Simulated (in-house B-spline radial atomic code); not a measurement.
F⁴⁺: [He] 2s1 2p2 (with a hole in an inner shell)

Computed with an all-electron radial atomic-structure program (B-spline basis): Dirac-Kohn-Sham PBE0, spherical fractional occupations, Fermi nucleus of rms radius 2.8976 fm.

Z_r = [3n² - l(l+1)]/(2<r>); Z_e = n√(-2ε); the last column is Slater's effective charge. Values are occupation-weighted means over j.

| shell | electrons | ε (eV) | <r> (bohr) | Z_r | Z_e | Slater |
| --- | --- | --- | --- | --- | --- | --- |
| 1s | 2 | -789.52 | 0.1755 | 8.55 | 7.62 | 8.70 |
| 2s | 1 | -116.02 | 0.8461 | 7.09 | 5.84 | 6.60 |
| 2p | 2 | -96.855 | 0.7865 | 6.36 | 5.34 | 6.60 |

The least bound orbital is 2p3/2 at -96.82 eV, while the most diffuse is 2s1/2 (<r> = 0.8461 bohr against 0.7869 bohr): energy order and size order differ.

Spin-orbit splittings of the orbital energies (j = l + 1/2 above j = l - 1/2 when positive): 2p 0.1105 eV.

For the 1s electron the small component carries 0.0994 % of the norm, the zero-frequency Breit interaction raises the level by 0.2553 eV, self-energy by 0.09946 eV, and vacuum polarisation lowers it by 0.005098 eV.

Caution: exact exchange at fractional occupations of open shells leaves self-interaction of up to several eV.
